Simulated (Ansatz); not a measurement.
Basis sets compared for `CC(C)OC(=O)C(=O)OCC(F)(F)C(F)F`. The state is a singlet with charge 0. Geometry r2SCAN-D4/def2-SVP. Ansatz on 4 threads of Arm Neoverse V2 on a shared host; times are rough, and most runs start from earlier orbitals.

Cartesian coordinates in Å:
```
C -2.587 3.166 -1.239
C -1.487 2.256 -1.742
C -1.929 1.297 -2.833
O -1.045 1.488 -0.580
C 0.188 0.996 -0.627
O 0.977 1.118 -1.530
C 0.486 0.244 0.680
O -0.191 0.287 1.671
O 1.639 -0.436 0.542
C 2.050 -1.215 1.657
C 1.647 -2.658 1.423
F 0.311 -2.740 1.195
F 2.279 -3.157 0.330
C 1.975 -3.577 2.600
F 1.314 -3.146 3.696
F 3.306 -3.506 2.844
H -3.431 2.574 -0.854
H -2.951 3.802 -2.060
H -2.220 3.814 -0.431
H -0.616 2.837 -2.088
H -1.093 0.661 -3.158
H -2.751 0.659 -2.473
H -2.286 1.865 -3.706
H 1.578 -0.852 2.582
H 3.144 -1.156 1.723
H 1.692 -4.621 2.376
```

Binding counts from free atoms (C triplet, O triplet, F doublet, H doublet) in the same basis, without a counterpoise term.

```csv
level,functions,energy (Eh),HOMO (eV),LUMO (eV),binding per atom (eV),wall time
HF/STO-3G,90,-992.5904,-8.87,6.21,3.32,1.1 s
HF/6-31G,164,-1005.5690,-12.37,1.88,2.72,2.6 s
PBE-D4/def2-SVP,274,-1009.3485,-6.12,-2.56,4.75,5.5 s
PBE0-D4/def2-SVP,274,-1009.3655,-7.93,-1.69,4.59,12 s
```

(1) Estimate the rows for PBE-D4/def2-TZVP, PBE0-D4/def2-TZVP (with forces).

Results:

(1) 
```
                          level  functions  energy (Eh)  HOMO (eV)  LUMO (eV)  binding per atom (eV)  wall time
               PBE-D4/def2-TZVP        556   -1010.5239      -6.35      -2.81                   4.65       12 s
PBE0-D4/def2-TZVP (with forces)        556   -1010.5351      -8.06      -1.85                   4.50       52 s
```
